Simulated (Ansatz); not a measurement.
Consider the substitution at a C–O bond: `CO[Si]OC` + `NC=O` → `CNC=O` + `CO[Si]O`.

Isolated molecules relaxed with PBE0-D4/def2-TZVP in Ansatz; ΔE leaves out vibrations. CCSD(T)/CBS is the MP2 limit (def2-TZVPP, def2-QZVPP) plus CCSD(T) − MP2 in def2-TZVPP, frozen cores. This one scheme is used for every species. DFT in def2-TZVPP. HSE06 is defined as in plane-wave codes. Each species was taken in one conformer, which may not be the lowest.

```json
{"level": "PBE-D4", "ΔE (kJ/mol)": "-43.3", "difference from CCSD(T)/CBS": "4.3"}
{"level": "revPBE-D4", "ΔE (kJ/mol)": "-41.5", "difference from CCSD(T)/CBS": "6.1"}
{"level": "r2SCAN-D4", "ΔE (kJ/mol)": "-45.1", "difference from CCSD(T)/CBS": "2.5"}
{"level": "HSE06-D4", "ΔE (kJ/mol)": "-45.2", "difference from CCSD(T)/CBS": "2.4"}
{"level": "BHLYP-D4", "ΔE (kJ/mol)": "-38.9", "difference from CCSD(T)/CBS": "8.7"}
{"level": "ωB97M-V", "ΔE (kJ/mol)": "-44.1", "difference from CCSD(T)/CBS": "3.5"}
{"level": "B2PLYP", "ΔE (kJ/mol)": "-44.3", "difference from CCSD(T)/CBS": "3.3"}
{"level": "r2SCANh", "ΔE (kJ/mol)": "-46.4", "difference from CCSD(T)/CBS": "1.2"}
{"level": "r2SCAN0", "ΔE (kJ/mol)": "-47.1", "difference from CCSD(T)/CBS": "0.5"}
{"level": "CAM-B3LYP", "ΔE (kJ/mol)": "-42.7", "difference from CCSD(T)/CBS": "4.9"}
{"level": "HF/def2-SVP", "ΔE (kJ/mol)": "-39.8", "difference from CCSD(T)/CBS": "7.8"}
{"level": "SCS-MP2/def2-TZVPP", "ΔE (kJ/mol)": "-46.7", "difference from CCSD(T)/CBS": "0.9"}
{"level": "CCSD(T)/def2-TZVPP", "ΔE (kJ/mol)": "-47.1", "difference from CCSD(T)/CBS": "0.5"}
{"level": "MP2/def2-QZVPP", "ΔE (kJ/mol)": "-50.2", "difference from CCSD(T)/CBS": "-2.6"}
{"level": "HF/CBS(def2)", "ΔE (kJ/mol)": "-38.7", "difference from CCSD(T)/CBS": "8.9"}
{"level": "MP2/CBS(def2)", "ΔE (kJ/mol)": "-50.6", "difference from CCSD(T)/CBS": "-3.0"}
{"level": "CCSD(T)/CBS", "ΔE (kJ/mol)": "-47.6", "difference from CCSD(T)/CBS": "0"}
```

Largest T1 diagnostic among the species: 0.016.

Leaving LDA and LC-ωPBE aside and taking each functional with its dispersion term where it has one, the values, not all of them listed here, spread over 14.3 kJ/mol, from PBE-QIDH to BLYP-D4. LDA lies −5.3 kJ/mol from PBE without D4. In def2-TZVPP, CCSD(T) changes the Hartree–Fock value by −7.8 kJ/mol (the triples alone add −0.7 kJ/mol) and MP2 by −10.7 kJ/mol.
